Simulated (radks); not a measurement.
Radial electron density D(r) = 4 pi r^2 rho(r) of an atom or ion with 47 electrons. Method: non-relativistic Kohn-Sham, PBE, spin-polarised, spherical densities, point nucleus; computed with a radial shooting solver on a logarithmic mesh with Libxc functionals.

| r (bohr) | D(r) (e/bohr) | spin D(r) |
|---|---|---|
| 0.004834 | 15.93 | 0.00000535 |
| 0.005582 | 19.72 | 0.0000151 |
| 0.006447 | 24.13 | 0.0000333 |
| 0.007386 | 28.84 | 0.0000632 |
| 0.00853 | 34.34 | 0.000117 |
| 0.009851 | 40.19 | 0.000208 |
| 0.01138 | 46.12 | 0.000358 |
| 0.01314 | 51.76 | 0.000601 |
| 0.01505 | 56.41 | 0.000958 |
| 0.01739 | 60.17 | 0.00153 |
| 0.02008 | 62.32 | 0.00240 |
| 0.02319 | 62.63 | 0.00366 |
| 0.02678 | 61.25 | 0.00541 |
| 0.03068 | 58.90 | 0.00761 |
| 0.03543 | 56.27 | 0.0105 |
| 0.04092 | 54.81 | 0.0139 |
| 0.04726 | 55.76 | 0.0173 |
| 0.05458 | 59.77 | 0.0202 |
| 0.06253 | 65.98 | 0.0215 |
| 0.07221 | 73.49 | 0.0203 |
| 0.0834 | 79.38 | 0.0158 |
| 0.09631 | 81.09 | 0.00818 |
| 0.1112 | 77.51 | -0.000534 |
| 0.1285 | 69.95 | -0.00671 |
| 0.1472 | 62.35 | -0.00634 |
| 0.17 | 57.73 | 0.00296 |
| 0.1963 | 58.67 | 0.0194 |
| 0.2267 | 63.41 | 0.0352 |
| 0.2618 | 66.93 | 0.0403 |
| 0.2999 | 64.54 | 0.0305 |
| 0.3464 | 54.51 | 0.0110 |
| 0.4001 | 40.10 | -0.000746 |
| 0.462 | 27.37 | 0.0121 |
| 0.5336 | 20.80 | 0.0490 |
| 0.6113 | 20.42 | 0.0844 |
| 0.706 | 22.71 | 0.0903 |
| 0.8153 | 23.67 | 0.0513 |
| 0.9416 | 21.35 | -0.00497 |
| 1.087 | 16.51 | -0.0231 |
| 1.246 | 11.38 | 0.0356 |
| 1.439 | 6.841 | 0.179 |
| 1.662 | 3.792 | 0.358 |
| 1.919 | 2.056 | 0.501 |
| 2.216 | 1.164 | 0.552 |
| 2.56 | 0.6986 | 0.493 |
| 2.932 | 0.4283 | 0.368 |
| 3.387 | 0.2319 | 0.219 |
| 3.911 | 0.1060 | 0.104 |
| 4.517 | 0.03850 | 0.0382 |
| 5.217 | 0.01050 | 0.0105 |
| 5.977 | 0.002261 | 0.00226 |
| 6.902 | 0.0003075 | 0.000307 |

What is the nuclear charge?

Answer. Z = 50. The innermost maximum, from 1s, lies near 1/Z = 0.02 bohr (found: 0.0221), and its height grows with Z. The density is that of the tin ion Sn3+ in [Kr] 4d10 5p1; the configuration itself is not fixed sharply by these data, and Z only to a few units. D(r) has 4 maxima, at r = 0.0221, 0.0940, 0.268, 0.796 bohr, and minima at 0.0419, 0.178, 0.573 bohr, inside which lie 2.01, 11.34, 28.93 electrons.
